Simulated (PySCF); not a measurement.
C₆H₅O, SMILES [c]1ccc(O)cc1, multiplicity 2.

Geometry: PBE0-D3(BJ)/def2-SVP. The isomer is the one that the SMILES or the coordinates give; other isomers of the formula were not compared. The values are those of a single conformer.

All values below come from PySCF with r2SCAN/def2-TZVP.

Isolated molecule, no solvent.

```
Property                                                                                                         Value
---------------------------------------------------------------------------------------------  -----------------------
total energy                                                                                        -306.73170 hartree
point group                                                                                                         Cs
α spin, highest occupied and lowest empty level                                                     -5.81 and -1.20 eV
β spin, highest occupied and lowest empty level                                                     -5.62 and -2.48 eV
dipole moment                                                                                                0.341 e·Å
quadrupole, principal values (traceless, Buckingham form, about the centre of nuclear charge)  -7.23, -4.12, 11.35 D·Å
mean static polarisability                                                                       69.3 bohr³ (10.26 Å³)
polarisability, principal values                                                                40.2, 81.8, 85.8 bohr³
⟨S²⟩                                                                                           0.763 (pure state 0.75)
```
